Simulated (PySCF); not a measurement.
Dipole response of Ag (silver, neutral)

[Kr] 4d10 5s1, 2S determinant. Calculation: PySCF 2.14, in def2-QZVPPD with the def2 core potential (28 electrons) (7s5p4d4f2g, 88 functions); scalar relativity through the core potential. Coupled (time-dependent) response in atomic units; α is the mean over directions.

```tsv
method	mean α (bohr³)	C₆ (like pair)	S(−4)
wB97X-V	55.69	443.2	2504
```

S(−4) is the Cauchy moment in α(ω) = α(0) + S(−4) ω² + …

Reference α: 55 ± 8 bohr³ (recommended; Schwerdtfeger and Nagle, table of static dipole polarizabilities (2023 update)). Published C₆: 341.0 (Gould and Bucko (2016)).

α(iu) at wB97X-V:

```tsv
u (hartree)	α(iu) (bohr³)
0	55.69
0.0500	50.21
0.100	39.66
0.200	24.27
0.300	16.79
0.500	10.30
0.750	6.904
1.00	5.113
1.50	3.227
2.00	2.248
3.00	1.270
5.00	0.5581
```

Energies and moments cover only the electrons outside the core potential.
